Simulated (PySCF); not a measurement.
Isomers of C8H11FSi, one GFN2-xTB conformer each. Single-point energies are computed at PBE0/pcSseg-1 (PySCF, gas phase, no added dispersion term), electronic only.

```json
{"SMILES": "F[C@@H]1C[Si@@H]1CC#CC1CC1", "GFN2-xTB relative energy (kJ/mol)": "27.3"}
{"SMILES": "C#CC[C@](F)(C#CC)[SiH2]C", "GFN2-xTB relative energy (kJ/mol)": "0.0"}
```

Conformers: `[F:1][C@@H:2]1[CH2:3][Si@@H:4]1[CH2:5][C:6]#[C:7][CH:8]1[CH2:9][CH2:10]1` with C3–Si4–C5–C6 96°; `[CH:1]#[C:2][CH2:3][C@:4]([F:5])([C:6]#[C:7][CH3:8])[SiH2:9][CH3:10]` with C2–C3–C4–F5 -179°, C3–C4–Si9–C10 -172°.

What does PBE0/pcSseg-1 give for the same structures?

| SMILES | PBE0/pcSseg-1 E (Eh) | PBE0/pcSseg-1 (kJ/mol) | GFN2-xTB (kJ/mol) | point group |
| --- | --- | --- | --- | --- |
| F[C@@H]1C[Si@@H]1CC#CC1CC1 | -700.01603 | 0.0 | 27.3 | C1 |
| C#CC[C@](F)(C#CC)[SiH2]C | -700.01590 | 0.3 | 0.0 | C1 |

GFN2-xTB puts C#CC[C@](F)(C#CC)[SiH2]C lowest instead. As drawn, the lower has a three-membered ring, which the higher lacks. Neighbours under 10 kJ/mol apart (F[C@@H]1C[Si@@H]1CC#CC1CC1 and C#CC[C@](F)(C#CC)[SiH2]C) can change places with a better method, another conformer or zero-point energy.

Which frontier levels, dipoles and rotational constants go with these structures?

| SMILES | HOMO (eV, PBE0/pcSseg-1) | LUMO (eV) | dipole (D) | A, B, C (MHz) |
| --- | --- | --- | --- | --- |
| F[C@@H]1C[Si@@H]1CC#CC1CC1 | -6.63 | 0.47 | 2.14 | 3881, 356.5, 346.9 |
| C#CC[C@](F)(C#CC)[SiH2]C | -7.21 | 0.36 | 1.99 | 1025, 951.7, 673.8 |

As an exercise, what shares would exp(−E/RT) give at 500 K from these electronic energies alone (no entropy, no degeneracies)?

RT = 4.157 kJ/mol: F[C@@H]1C[Si@@H]1CC#CC1CC1 52.1 %, C#CC[C@](F)(C#CC)[SiH2]C 47.9 %.
